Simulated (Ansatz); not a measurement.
Abridged output of a molecular run in Ansatz:

```
Functional definition: HF
1000 factors; integrals over basis functions are off by at most 1.4e-3 eV
mean field evaluation 1: about -54993.6644 eV, gradient 4.7e1 eV
mean field evaluation 2: about -54993.8009 eV, gradient 4.7e1 eV
mean field evaluation 4: about -54998.3529 eV, gradient 3.9e0 eV
mean field evaluation 8: about -54998.4160 eV, gradient 4.0e-1 eV
mean field -54998.41702486 eV, -2021.1545463975 hartree, gradient 2.2e-6 eV, S^2 0.000000; 0 other end points of the search recorded, 0 dependent functions left out
13 core orbitals not correlated: weight in the atoms' cores, before any rotation towards them, 1.000 or more for the frozen orbitals, at most 0.000 for the correlated occupied ones
reference -54998.41702486 eV, -2021.1545463975 hartree; 18, 18 occupied and 71, 71 virtual orbitals, 1000 factors
second order -26.23262658 eV of doubles, -0.00000000 eV of singles
cycle   1  -25.27961760 eV  change    9.5e-1 eV  update   1.3e-1
cycle   2  -25.98241385 eV  change   -7.0e-1 eV  update   4.2e-2
cycle   3  -26.13894777 eV  change   -1.6e-1 eV  update   2.0e-2
cycle   4  -26.13010928 eV  change    8.8e-3 eV  update   5.5e-3
cycle   5  -26.12224500 eV  change    7.9e-3 eV  update   2.4e-3
cycle   6  -26.12304102 eV  change   -8.0e-4 eV  update   7.7e-4
cycle   7  -26.12281434 eV  change    2.3e-4 eV  update   2.9e-4
cycle   8  -26.12259907 eV  change    2.2e-4 eV  update   1.4e-4
cycle   9  -26.12264761 eV  change   -4.9e-5 eV  update   5.0e-5
cycle  10  -26.12268890 eV  change   -4.1e-5 eV  update   1.8e-5
perturbative correction -0.77998314 eV, -0.0286638517 hartree
Total energy: -55025.31969690 eV, -2022.1432013599 hartree
```

Its atoms:

Cartesian coordinates in Å:
```
O 0.1059 -1.8182 -1.0170
C 0.3014 -0.7123 -0.2808
O 1.5447 -0.8034 0.2301
N -0.5466 0.1931 -0.1356
Zn -0.9291 1.7760 0.6192
H -0.7861 -1.7313 -1.3712
H 1.6844 -0.0118 0.7571
H -1.3747 3.1078 1.1983
```

Which basis set was used?
A. def2-QZVPP
B. def2-SVP
C. cc-pV(T+d)Z
D. cc-pV(Q+d)Z

B. It gives 102 functions.

Write the keys of the input that set method, charge and spin (a neutral closed shell needs none for the last two).


```yaml
correlation: {method: ccsd_t, frozen_orbitals: {C: 1, H: 0, "N": 1, O: 1, Zn: 9}}
```
